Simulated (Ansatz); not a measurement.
Cost and result up the ladder for the cluster Li3Br4 (7 atoms). Charge 0, multiplicity 2. Geometry: r2SCAN-D4/def2-SVP.

Cartesian coordinates in Å:
```
Li 1.879 -0.469 -0.513
Li -0.977 2.642 0.483
Li -1.150 -0.248 0.214
Br 0.486 1.460 -1.013
Br 1.861 -2.640 -1.563
Br 0.472 -1.995 0.956
Br -2.571 1.250 1.437
```

Ansatz on 4 threads of Arm Neoverse V1 on a shared host. Times are rough, and most runs start from the orbitals of an earlier one. PBE0-D4/def2-TZVP serves as the yardstick here, not as an exact answer. Differences are given only for rows in sets of like size (and for xTB, whose basis is part of the method), since another set adds its own error. Binding counts from free atoms at the same level (Li doublet, Br doublet; other spins of the atoms weren't run), without zero-point energy or a counterpoise term.

LC-ωPBE has ω = 0.4 bohr⁻¹. Correlated methods freeze 36 core orbitals; core or outer-core shells of Li, Br are correlated, in sets that lack core-valence functions. In the doublet, Br5 and Br6 lie 2.95 Å apart (atoms count from 1), so these atoms are partly bonded to each other. Another isomer (doublet) lies 0.19 eV lower at PBE0-D4/def2-TZVP; other spin states weren't run for this one.

Correlated methods converge slowly with the basis.

| level | functions | binding energy per atom (eV) | difference from PBE0-D4/def2-TZVP (eV) |
| --- | --- | --- | --- |
| r2SCAN-D4/def2-TZVP | 234 | 2.53 | 0.06 |
| MP2/def2-TZVP | 234 | 2.44 | -0.04 |
| PBE-D4/def2-SVP | 155 | 2.58 | – |
| RPA@PBE/def2-TZVP | 234 | 2.15 | -0.33 |
| LC-ωPBE/def2-TZVP | 234 | 2.39 | -0.08 |
| PBE0-D4/def2-TZVP | 234 | 2.47 | 0.00 |
| PBE-D4/def2-TZVP (with forces) | 234 | 2.51 | 0.03 |
| PBE0-D4/def2-SVP | 155 | 2.54 | – |

(1) Estimate how long each takes.

## Answers

(1) PBE-D4/def2-SVP 5 s; PBE-D4/def2-TZVP (with forces) 9.5 s; PBE0-D4/def2-SVP 10 s; LC-ωPBE/def2-TZVP 16 s; RPA@PBE/def2-TZVP 17 s; PBE0-D4/def2-TZVP 19 s; MP2/def2-TZVP 20 s; r2SCAN-D4/def2-TZVP 22 s. On shared hardware such times vary by a factor of up to 3.
